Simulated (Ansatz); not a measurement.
`[SH][InH2]` + HI → `[InH2][I]` + H₂S at 500 K and 1 bar (ligand exchange at the In–S bond).

Isolated molecules relaxed with PBE0-D4/def2-TZVP in Ansatz; ΔE leaves out vibrations. CBS: MP2 limit from def2 TZ/QZ plus the TZ coupled-cluster correction, frozen cores. This one scheme is used for every species. def2 core potentials past Kr. For I, In outer-core shells are correlated without core-valence functions, which leaves a few kJ/mol of doubt a bond.

```json
{"species": "`[SH][InH2]`", "CCSD(T)/CBS energy (Eh)": "-589.39884", "H − E (kJ/mol)": "84.2", "S (J/(mol·K))": "327.8"}
{"species": "HI", "CCSD(T)/CBS energy (Eh)": "-298.03592", "H − E (kJ/mol)": "28.6", "S (J/(mol·K))": "221.6"}
{"species": "`[InH2][I]`", "CCSD(T)/CBS energy (Eh)": "-488.48444", "H − E (kJ/mol)": "58.0", "S (J/(mol·K))": "326.8"}
{"species": "H₂S", "CCSD(T)/CBS energy (Eh)": "-398.97279", "H − E (kJ/mol)": "57.0", "S (J/(mol·K))": "224.0"}
```

H − E and S are ideal-gas, rigid-rotor, harmonic terms from PBE0-D4/def2-TZVP. 1 Eh = 2625.50 kJ/mol, R = 8.31446 J/(mol·K).

Question: By hand: ΔE, ΔH, ΔS and ΔG.

Answer: ΔE = (-488.48444) + (-398.97279) − (-589.39884) − (-298.03592) = -0.02247 Eh = -59.0 kJ/mol. Δ(H − E) = 58.0 + 57.0 − 84.2 − 28.6 = 2.2, so ΔH = -56.8 kJ/mol. ΔS = 326.8 + 224.0 − 327.8 − 221.6 = 1.4 J/(mol·K). ΔG = -56.8 − 500 × (1.4)/1000 = -57.5 kJ/mol.

Question: By hand: the equilibrium constant, and the temperature at which ΔG would vanish if ΔH and ΔS stayed fixed.

Answer: log₁₀ K = −ΔG/(RT ln 10) = 6.0. ΔH and −TΔS have one sign here, so there is no such temperature. One of them is within its doubt of zero, so this could turn.

The number of gas molecules stays the same, so ΔS is small and ΔH decides. A doubt of 5 kJ/mol in ΔE shifts log₁₀ K by 0.5 here. These are equilibria of isolated gas molecules and say nothing of rates. Largest T1 diagnostic: 0.014 (customary marks: 0.02 for closed shells, 0.045 for open ones).
